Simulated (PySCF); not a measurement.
## Multinuclear NMR of C5H6F2OSi

Molfile (atoms numbered from 1):
```
C5H6F2OSi
     RDKit          3D

 15 15  0  0  0  0  0  0  0  0999 V2000
   -3.3034   -0.1877    0.8678 F   0  0  0  0  0  0  0  0  0  0  0  0
   -2.4585    0.7107    0.2959 C   0  0  0  0  0  0  0  0  0  0  0  0
   -3.1134    1.1756   -0.8011 F   0  0  0  0  0  0  0  0  0  0  0  0
   -1.1601    0.0814   -0.0699 C   0  0  0  0  0  0  0  0  0  0  0  0
   -0.8652   -0.9706   -0.8912 C   0  0  0  0  0  0  0  0  0  0  0  0
    0.5371   -1.1089   -0.8429 C   0  0  0  0  0  0  0  0  0  0  0  0
    1.0075   -0.1371    0.0010 C   0  0  0  0  0  0  0  0  0  0  0  0
    2.7263    0.3405    0.5870 Si  0  0  0  0  0  4  0  0  0  0  0  0
   -0.0337    0.5876    0.4706 O   0  0  0  0  0  0  0  0  0  0  0  0
   -2.3260    1.5495    0.9959 H   0  0  0  0  0  0  0  0  0  0  0  0
   -1.5656   -1.5579   -1.4488 H   0  0  0  0  0  0  0  0  0  0  0  0
    1.1282   -1.8337   -1.3640 H   0  0  0  0  0  0  0  0  0  0  0  0
    2.9837    1.7265    0.1953 H   0  0  0  0  0  0  0  0  0  0  0  0
    2.7764    0.2080    2.0432 H   0  0  0  0  0  0  0  0  0  0  0  0
    3.6622   -0.5761   -0.0607 H   0  0  0  0  0  0  0  0  0  0  0  0
  1  2  1  0
  2  3  1  0
  2  4  1  0
  4  5  2  0
  5  6  1  0
  6  7  2  0
  7  8  1  0
  7  9  1  0
  9  4  1  0
  2 10  1  0
  5 11  1  0
  6 12  1  0
  8 13  1  0
  8 14  1  0
  8 15  1  0
M  END
```

Theory: GFN2-xTB structure, NMR shieldings at PBE0/pcSseg-1/GIAO, in PySCF 2.14.0 with density-fitted response routines (no solvent, one computed conformer, equivalent nuclei averaged, non-relativistic Hamiltonian).

Q: Predict the 19F NMR data.

A: 
| atoms | environment | σ (ppm) | δ (ppm) |
| --- | --- | --- | --- |
| F1/F3 | fluorine of a CF2 group | 292.7 | -103.5 |

Shieldings were converted by a linear fit to measured shifts: 19F: δ = 146.13 − 0.903σ +14.6 on sp3 carbon (rms 6.0 ppm, 223 shifts, 7.0 ppm with the 5 outliers that the fit left out vs CFCl3, solution or neat liquid). Occasional misses reach two or three times the rms, and more in compound classes unlike the fitted ones.

On a 300 MHz spectrometer 19F resonates near 282.3 MHz, so 1 ppm is 282.3 Hz.

Q: Where does 29Si resonate?

A: 
| atoms | environment | σ (ppm) | δ (ppm) |
| --- | --- | --- | --- |
| Si8 | silicon bonded to C, 3 H | 434.9 | -77.5 |

Shieldings were converted by a linear fit to measured shifts: 29Si (scatter 8.9 ppm rms, 25.8 ppm with the 6 outliers that the fit left out vs TMS, solution or neat liquid). Occasional misses reach two or three times the rms, and more in compound classes unlike the fitted ones.

On a 300 MHz spectrometer 29Si resonates near 59.6 MHz, so 1 ppm is 59.6 Hz.

Q: Predict the 17O NMR data.

A: 
```tsv
atoms	environment	σ (ppm)	δ (ppm)
O9	aromatic ring oxygen	12.0	255.7
```

Shieldings were converted by a linear fit to measured shifts: 17O: δ = 266.70 − 0.911σ (rms 10.7 ppm, 155 shifts, 12.2 ppm with the 3 outliers that the fit left out vs liquid water, solution or neat liquid). A few per cent of atoms miss by over 2 rms, more outside the fitted compound classes.

On a 300 MHz spectrometer 17O resonates near 40.7 MHz, so 1 ppm is 40.7 Hz.
